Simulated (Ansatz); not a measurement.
The inner images of a band of BF2HO + FH (7 atoms, charge 0, multiplicity 1) are given out of order.

These are results of RKS B3LYP/def2-SVP (Ansatz 0.2.0), not measurements.

Image 0:

```xyz
7
Properties=species:S:1:pos:R:3
B -0.065 -0.297 0.075
O -0.056 -0.256 1.437
H -0.936 -0.386 1.819
F 1.074 -0.200 -0.573
F -1.190 -0.475 -0.599
F 0.100 2.335 0.906
H 0.287 1.602 1.453
```

Image 8:

```xyz
7
Properties=species:S:1:pos:R:3
B 0.007 0.402 -0.105
O 0.031 0.039 1.661
H -0.814 -0.393 1.865
F 1.114 -0.207 -0.547
F -1.178 -0.166 -0.426
F 0.029 1.753 -0.049
H 0.024 0.894 2.120
```

Question: Put them in order from the first end to the last, with their energies above the first end.
A.
```xyz
7
Properties=species:S:1:pos:R:3
B 0.010 0.243 0.062
O 0.017 -0.004 1.622
H -0.830 -0.381 1.917
F 1.132 -0.194 -0.511
F -1.169 -0.137 -0.463
F 0.054 1.725 0.338
H 0.001 1.070 1.553
```
B.
```xyz
7
Properties=species:S:1:pos:R:3
B -0.012 -0.008 0.147
O -0.002 -0.183 1.551
H -0.869 -0.440 1.893
F 1.124 -0.175 -0.507
F -1.171 -0.110 -0.497
F 0.075 1.871 0.548
H 0.069 1.367 1.384
```
C.
```xyz
7
Properties=species:S:1:pos:R:3
B 0.003 0.142 0.113
O 0.002 -0.064 1.596
H -0.849 -0.408 1.907
F 1.131 -0.189 -0.505
F -1.168 -0.118 -0.481
F 0.068 1.759 0.454
H 0.025 1.199 1.433
```
D.
```xyz
7
Properties=species:S:1:pos:R:3
B -0.048 -0.239 0.112
O -0.034 -0.306 1.476
H -0.916 -0.446 1.849
F 1.097 -0.196 -0.534
F -1.185 -0.293 -0.564
F 0.066 2.213 0.752
H 0.233 1.589 1.428
```
E.
```xyz
7
Properties=species:S:1:pos:R:3
B -0.027 -0.148 0.142
O -0.010 -0.277 1.513
H -0.888 -0.456 1.878
F 1.115 -0.182 -0.512
F -1.175 -0.166 -0.521
F 0.066 2.045 0.624
H 0.134 1.506 1.393
```
F.
```xyz
7
Properties=species:S:1:pos:R:3
B 0.013 0.369 -0.061
O 0.034 0.016 1.656
H -0.816 -0.382 1.907
F 1.122 -0.205 -0.541
F -1.174 -0.156 -0.441
F 0.041 1.730 0.075
H -0.007 0.952 1.922
```
G.
```xyz
7
Properties=species:S:1:pos:R:3
B 0.014 0.323 -0.004
O 0.031 0.007 1.646
H -0.822 -0.368 1.923
F 1.130 -0.199 -0.524
F -1.170 -0.150 -0.449
F 0.045 1.714 0.205
H -0.014 0.994 1.722
```

Answer: D (+0.01 eV), E (+0.08 eV), B (+0.31 eV), C (+0.56 eV), A (+0.23 eV), G (-0.22 eV), F (-0.42 eV).

The run took 2.1 min on 1 thread of Intel(R) Xeon(R) 6975P-C (Granite Rapids) (shared host), peak memory 0.17 GiB.
